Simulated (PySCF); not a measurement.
PySCF input file for germylmethylsilane (CH8GeSi), SMILES [SiH3][CH2][GeH3], C-PCM-PBE0/def2-SVP. Geometry optimised at B3LYP-D3(BJ)/def2-SVP.

```python
import numpy as np
from pyscf import gto, scf, dft
from pyscf.solvent import pcm

mol = gto.M(
    atom='''
    Si   -0.20466438    2.10329120   -0.00000000
    C     0.88528923    0.56527149    0.00000000
    Ge   -0.09152964   -1.14893176    0.00000000
    H     0.62297741    3.34673314   -0.00000000
    H    -1.07826991    2.11755646   -1.21050691
    H    -1.07826989    2.11755645    1.21050692
    H     1.54098731    0.58218385    0.88658146
    H     1.54098731    0.58218384   -0.88658148
    H    -0.98482781   -1.24447808   -1.25489562
    H    -0.98482780   -1.24447807    1.25489562
    H     0.90375784   -2.32914714   -0.00000000
    ''',
    basis='def2-SVP',
    charge=0,
    spin=0,
    max_memory=1600,
    verbose=3,
)
mf = dft.RKS(mol, xc='pbe0').density_fit(auxbasis='def2-universal-jkfit')
mf.grids.level = 3
mf.conv_tol = 1e-9
mf.max_cycle = 100
mf.kernel()
res = {}
for name, eps in {'water': 78.355, 'acetone': 20.493, 'dichloromethane': 8.93}.items():
    s = mf.PCM()
    s.with_solvent.method, s.with_solvent.eps, s.with_solvent.lebedev_order = 'C-PCM', eps, 29
    s.kernel(mf.make_rdm1())
    res[name] = (s.e_tot, eps, s.dip_moment(), s.mo_energy, s.converged)
    print(f'{name}: electrostatic solvation free energy {(s.e_tot - mf.e_tot) * 627.509474:.3f} kcal/mol')
```

Program output:

```
converged SCF energy = -2408.57831378167

WARN: PCM is an experimental feature. It is still in testing.
Features and APIs may be changed in the future.

converged SCF energy = -2408.57948263101
Dipole moment(X, Y, Z, Debye):  1.05871, -0.16414, -0.00000
water: electrostatic solvation free energy -0.733 kcal/mol

WARN: PCM is an experimental feature. It is still in testing.
Features and APIs may be changed in the future.

converged SCF energy = -2408.57943342352
Dipole moment(X, Y, Z, Debye):  1.04457, -0.16310, -0.00000
acetone: electrostatic solvation free energy -0.703 kcal/mol

WARN: PCM is an experimental feature. It is still in testing.
Features and APIs may be changed in the future.

converged SCF energy = -2408.57934863138
Dipole moment(X, Y, Z, Debye):  1.02066, -0.16131, -0.00000
dichloromethane: electrostatic solvation free energy -0.649 kcal/mol
```

Self-consistency was reached.
